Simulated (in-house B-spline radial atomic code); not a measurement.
Whole-atom quantities along the 30-electron series, configuration [Ar] 3d10 4s2. Breit and QED terms are first order and not part of the total energy; the density at the nucleus is averaged over the nuclear charge. Computed with an all-electron radial atomic-structure program (B-spline basis): Dirac-Hartree-Fock, average of the configuration, finite nuclei.

| ion | Z | E/Z² (Eh) | Σ<r²> (bohr²) | n(0)/Z³ (bohr⁻³) | Lamb diamagnetic shielding (ppm) | repulsion over attraction | Breit energy (eV) | self-energy (eV) | vacuum polarisation (eV) | Dirac less non-relativistic energy (Eh) |
| --- | --- | --- | --- | --- | --- | --- | --- | --- | --- | --- |
| Zn | 30 | -1.994 | 34.387 | 0.91351 | 2564.36 | 0.16393 | 20.647 | 15.248 | -1.3905 | -16.765 |
| Ga+ | 31 | -2.0212 | 24.882 | 0.93163 | 2680.83 | 0.16181 | 23.099 | 17.094 | -1.5891 | -19.304 |
| Ge2+ | 32 | -2.0475 | 19.819 | 0.95032 | 2796.87 | 0.15932 | 25.75 | 19.093 | -1.8089 | -22.131 |
| As3+ | 33 | -2.073 | 16.503 | 0.97056 | 2912.83 | 0.15665 | 28.609 | 21.253 | -2.0513 | -25.27 |
| Se4+ | 34 | -2.0976 | 14.109 | 0.99128 | 3028.91 | 0.15387 | 31.685 | 23.582 | -2.318 | -28.741 |
| Br5+ | 35 | -2.1214 | 12.28 | 1.0132 | 3145.2 | 0.15106 | 34.985 | 26.088 | -2.6108 | -32.57 |
| Kr6+ | 36 | -2.1445 | 10.831 | 1.036 | 3261.78 | 0.14824 | 38.518 | 28.779 | -2.9314 | -36.782 |

Task: With what power of Z does the column «self-energy (eV)» change over this range?

Result: A fit of the logarithm of its size against log Z from Z = 30 to 36 has slope 3.48. One-loop self-energy scales as Z⁴F(Zα), with F falling from low Z to about Z = 90.
